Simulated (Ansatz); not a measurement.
Geometry optimisation of `OB(F)O[SiH3]`.

```yaml
crystal:
  periodic: [false, false, false]
  atoms:
    - {symbol: O, position_ang: [-1.440430, 0.648830, -1.094240]}
    - {symbol: B, position_ang: [-1.198970, 0.280040, 0.174250]}
    - {symbol: F, position_ang: [-2.214310, 0.339270, 1.057980]}
    - {symbol: O, position_ang: [-0.028410, -0.138170, 0.609410]}
    - {symbol: Si, position_ang: [1.512610, -0.451690, 0.193610]}
    - {symbol: H, position_ang: [-2.336760, 0.930510, -1.279540]}
    - {symbol: H, position_ang: [2.010000, -1.065610, 1.421050]}
    - {symbol: H, position_ang: [2.164430, 0.817270, -0.129920]}
    - {symbol: H, position_ang: [1.531840, -1.360450, -0.952590]}
basis:
  gaussian: {orbitals: def2-TZVP}
hamiltonian: {xc: pbe0, dispersion: d4}
relax: {f_tol: 0.005, max_steps: 150}
```

```sh
$ ansatz run in.yaml --threads 2 --pin off --events-out ev --progress --plain --max-ram 22528MiB --backend cuda --devices 0, --max-vram 18GiB
```

It prints (some lines left out):

```
Functional definition: PBE0
mean field -15427.69043255 eV, -566.9571661320 hartree, gradient 5.7e-5 eV, S^2 0.000000; 0 other end points of the search recorded, 0 dependent functions left out
relax step   1: F+E_penalty+E_count = -15427.82365198 eV  Δ(F+E_penalty+E_count) = +0.000e0 eV  max|allowed force component| = 1.357e0 eV/Å  Δτ_max = 0.0000 Å  (26 SCF iters, accepted)
mean field -15427.76824538 eV, -566.9600257008 hartree, gradient 1.2e-5 eV, S^2 0.000000; 0 other end points of the search recorded, 0 dependent functions left out
relax step   2: F+E_penalty+E_count = -15427.90087922 eV  Δ(F+E_penalty+E_count) = -7.723e-2 eV  max|allowed force component| = 7.955e-1 eV/Å  Δτ_max = 0.1005 Å  (31 SCF iters, accepted)
mean field -15427.78032291 eV, -566.9604695417 hartree, gradient 1.3e-5 eV, S^2 0.000000; 0 other end points of the search recorded, 0 dependent functions left out
relax step   3: F+E_penalty+E_count = -15427.91300231 eV  Δ(F+E_penalty+E_count) = -1.212e-2 eV  max|allowed force component| = 2.389e-1 eV/Å  Δτ_max = 0.0391 Å  (31 SCF iters, accepted)
mean field -15427.78585478 eV, -566.9606728344 hartree, gradient 1.3e-5 eV, S^2 0.000000; 0 other end points of the search recorded, 0 dependent functions left out
relax step   4: F+E_penalty+E_count = -15427.91883137 eV  Δ(F+E_penalty+E_count) = -5.829e-3 eV  max|allowed force component| = 1.479e-1 eV/Å  Δτ_max = 0.0267 Å  (31 SCF iters, accepted)
mean field -15427.79589752 eV, -566.9610418983 hartree, gradient 1.9e-5 eV, S^2 0.000000; 0 other end points of the search recorded, 0 dependent functions left out
relax step   5: F+E_penalty+E_count = -15427.92998681 eV  Δ(F+E_penalty+E_count) = -1.116e-2 eV  max|allowed force component| = 2.398e-1 eV/Å  Δτ_max = 0.1047 Å  (30 SCF iters, accepted)
mean field -15427.79626776 eV, -566.9610555044 hartree, gradient 1.5e-5 eV, S^2 0.000000; 0 other end points of the search recorded, 0 dependent functions left out
relax step   6: F+E_penalty+E_count = -15427.93078898 eV  Δ(F+E_penalty+E_count) = -8.022e-4 eV  max|allowed force component| = 2.037e-1 eV/Å  Δτ_max = 0.0936 Å  (30 SCF iters, accepted)
mean field -15427.79956827 eV, -566.9611767958 hartree, gradient 1.4e-5 eV, S^2 0.000000; 0 other end points of the search recorded, 0 dependent functions left out
relax step   7: F+E_penalty+E_count = -15427.93414900 eV  Δ(F+E_penalty+E_count) = -3.360e-3 eV  max|allowed force component| = 1.464e-1 eV/Å  Δτ_max = 0.0396 Å  (30 SCF iters, accepted)
mean field -15427.80190721 eV, -566.9612627503 hartree, gradient 1.3e-5 eV, S^2 0.000000; 0 other end points of the search recorded, 0 dependent functions left out
relax step   8: F+E_penalty+E_count = -15427.93666887 eV  Δ(F+E_penalty+E_count) = -2.520e-3 eV  max|allowed force component| = 3.497e-2 eV/Å  Δτ_max = 0.0333 Å  (31 SCF iters, accepted)
mean field -15427.80201761 eV, -566.9612668072 hartree, gradient 1.3e-5 eV, S^2 0.000000; 0 other end points of the search recorded, 0 dependent functions left out
relax step   9: F+E_penalty+E_count = -15427.93678724 eV  Δ(F+E_penalty+E_count) = -1.184e-4 eV  max|allowed force component| = 1.318e-2 eV/Å  Δτ_max = 0.0135 Å  (31 SCF iters, accepted)
mean field -15427.80201280 eV, -566.9612666307 hartree, gradient 1.3e-5 eV, S^2 0.000000; 0 other end points of the search recorded, 0 dependent functions left out
relax step  10: F+E_penalty+E_count = -15427.93681292 eV  Δ(F+E_penalty+E_count) = -2.567e-5 eV  max|allowed force component| = 2.377e-2 eV/Å  Δτ_max = 0.0130 Å  (31 SCF iters, accepted)
mean field -15427.80201244 eV, -566.9612666174 hartree, gradient 1.3e-5 eV, S^2 0.000000; 0 other end points of the search recorded, 0 dependent functions left out
relax step  11: F+E_penalty+E_count = -15427.93683892 eV  Δ(F+E_penalty+E_count) = -2.601e-5 eV  max|allowed force component| = 1.782e-2 eV/Å  Δτ_max = 0.0107 Å  (32 SCF iters, accepted)
mean field -15427.80203227 eV, -566.9612673463 hartree, gradient 6.5e-6 eV, S^2 0.000000; 0 other end points of the search recorded, 0 dependent functions left out
relax step  12: F+E_penalty+E_count = -15427.93685324 eV  Δ(F+E_penalty+E_count) = -1.432e-5 eV  max|allowed force component| = 3.318e-3 eV/Å  Δτ_max = 0.0016 Å  (22 SCF iters, accepted)
mean field -15427.80203227 eV, -566.9612673463 hartree, gradient 8.8e-6 eV, S^2 0.000000; 1 other end points of the search recorded, 0 dependent functions left out
Total energy: -15427.93688700 eV, -566.9662231659 hartree
Atom 0 at    -1.250822     0.651657    -1.054084 Å, force     0.001464     0.002168     0.000287 eV/Å
Atom 1 at    -1.230482     0.254971     0.245783 Å, force    -0.003252    -0.001314    -0.003318 eV/Å
Atom 2 at    -2.339388     0.329445     0.984228 Å, force    -0.000213     0.000274     0.002699 eV/Å
Atom 3 at    -0.102433    -0.217762     0.811380 Å, force     0.001437    -0.000050    -0.002058 eV/Å
Atom 4 at     1.422093    -0.442946     0.207514 Å, force     0.002294     0.000190     0.001562 eV/Å
Atom 5 at    -2.109638     0.969078    -1.342150 Å, force    -0.000903    -0.000513     0.000421 eV/Å
Atom 6 at     2.227732    -1.017689     1.308781 Å, force    -0.000805     0.000796    -0.000475 eV/Å
Atom 7 at     1.998166     0.855343    -0.221127 Å, force    -0.000089    -0.001206     0.000145 eV/Å
Atom 8 at     1.384772    -1.382098    -0.940316 Å, force     0.000065    -0.000346     0.000738 eV/Å
Dipole moment:    -0.024181     0.083278    -0.254288 e Å
```

It took 19 s on 2 threads of an AMD EPYC 7R13 on a shared host and a share of an NVIDIA H100 80 GB, with 0.88 GiB of host memory at the peak.
